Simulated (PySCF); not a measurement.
A geometry optimisation on Sn(vinyl)3F, `C=[CH][Sn]([F])([CH]=C)[CH]=C`.

Computed with PBE0-D3(BJ)/def2-SVP geometry optimisation, gas phase, def2 core potentials past Kr (PySCF 2.14.0). Start geometry: GFN2-xTB. The input is one job of a driver script: a line of settings, then coordinates in Å.

Input:
```
{"job": {"xc": "PBE0", "basis": "def2-SVP", "d3": "d3bj", "grid": 1, "maxiter": 30, "shake": 0.03, "kind": "geom"}, "charge": 0, "multiplicity": 1}
Sn     0.131800    -0.007310     0.034920
C     -0.107720    -0.235550     2.185410
C     -1.257920    -0.621710     2.762170
H      0.913100    -0.038090     2.746720
H     -2.113550    -0.828380     2.208990
H     -1.254330    -0.760390     3.849640
C      2.093730    -0.224290    -0.844900
C      2.674470    -1.384950    -0.997380
H      2.559410     0.694360    -1.127030
H      2.131560    -2.314170    -0.632080
H      3.576610    -1.528430    -1.408300
C     -1.146970     1.663240    -0.826790
C     -1.884120     1.565940    -2.023040
H     -1.292880     2.575330    -0.242460
H     -1.755130     0.602140    -2.581110
H     -2.419790     2.369820    -2.370660
F     -0.876800    -1.528150    -0.673860
```

Output:
```
step   0  E = -547.46749173  max force = 0.085148
step   1  E = -547.50014121  max force = 0.017596
step   2  E = -547.50247857  max force = 0.013744
step   3  E = -547.50415191  max force = 0.003602
step   4  E = -547.50443941  max force = 0.002362
step   5  E = -547.50471650  max force = 0.001956
step   6  E = -547.50518214  max force = 0.003741
step   7  E = -547.50548983  max force = 0.003546
step   8  E = -547.50614036  max force = 0.003106
step   9  E = -547.50634102  max force = 0.002911
... (7 lines left out)
step  17  E = -547.50690164  max force = 0.000603
step  18  E = -547.50694283  max force = 0.000427
step  19  E = -547.50701403  max force = 0.000961
step  20  E = -547.50723712  max force = 0.003073
step  21  E = -547.50740464  max force = 0.003967
step  22  E = -547.50762474  max force = 0.002493
step  23  E = -547.50782425  max force = 0.000584
step  24  E = -547.50785410  max force = 0.000563
step  25  E = -547.50786977  max force = 0.000331
step  26  E = -547.50787360  max force = 0.000151
optimisation converged
```

Energies in Eh; «max force» is the largest Cartesian gradient component in Eh/bohr.

**Question.** How much energy does the optimisation release, in kJ/mol?

**Answer.** E(step 0) − E(last step) = 0.040382 Eh, which is 106.0 kJ/mol.

**Question.** Give the first gradient maximum in eV/Å.

**Answer.** With 1 Eh/bohr = 51.422 eV/Å, 4.378 eV/Å.

Summary of the converged run: final energy -547.50787 Eh after 26 steps; dipole 2.58 D.

**Question.** Where do the atoms end?

**Answer.** 0.638 Å rms from the input after alignment:
```
atom  x, y, z in Å
Sn1    0.1371    0.1922    0.0877
C2    -0.2633   -0.0693    2.1638
C3    -1.0196   -1.0938    2.5671
H4     0.1405    0.6367    2.8996
H5    -1.4378   -1.8151    1.8564
H6    -1.2536   -1.2571    3.6263
C7     2.1395   -0.1684   -0.5403
C8     2.3970   -1.2573   -1.2699
H9     2.9495    0.5195   -0.2711
H10    1.6039   -1.9595   -1.5503
H11    3.4097   -1.4939   -1.6181
C12   -0.8807    1.8157   -0.8407
C13   -1.9013    1.5559   -1.6625
H14   -0.5819    2.8525   -0.6454
H15   -2.2198    0.5291   -1.8746
H16   -2.4620    2.3567   -2.1600
F17   -0.7857   -1.3446   -0.7077
```

**Question.** How long does this job take on one thread, Arm Neoverse V2 (aarch64) (shared host)? And the peak memory of the process?

**Answer.** About 7.6 min, with 0.69 GiB resident at the peak, the Python interpreter and its libraries included.
Labels such as C1 count atoms from 1, the log's own numbers from 0.
